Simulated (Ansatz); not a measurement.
Isolated molecules relaxed with PBE0-D4/def2-TZVP in Ansatz; ΔE leaves out vibrations. CCSD(T)/CBS adds triple-zeta CCSD(T) − MP2 to the extrapolated MP2 energy (def2 sets, frozen cores). This one scheme is used for every species. def2 core potentials past Kr. For Sb outer-core shells are correlated without core-valence functions, which leaves a few kJ/mol of doubt a bond. Each species was taken in one conformer, which may not be the lowest.

Reaction (formal exchange of groups at the Si–C bond): `ClC[SiH2][SbH2]` + CH₃OH → `OC[SiH2][SbH2]` + `CCl`

```tsv
species	MP2/def2-QZVPP energy (Eh)
`ClC[SiH2][SbH2]`	-1030.23857
CH₃OH	-115.55941
`OC[SiH2][SbH2]`	-646.23457
`CCl`	-499.56037
```

(1) Work out ΔE.

Largest T1 diagnostic among the species: 0.013.

## Answers

(1) ΔE = (-646.23457) + (-499.56037) − (-1030.23857) − (-115.55941) = 0.00304 Eh = +8.0 kJ/mol. CCSD(T)/CBS gives +6.0 kJ/mol.
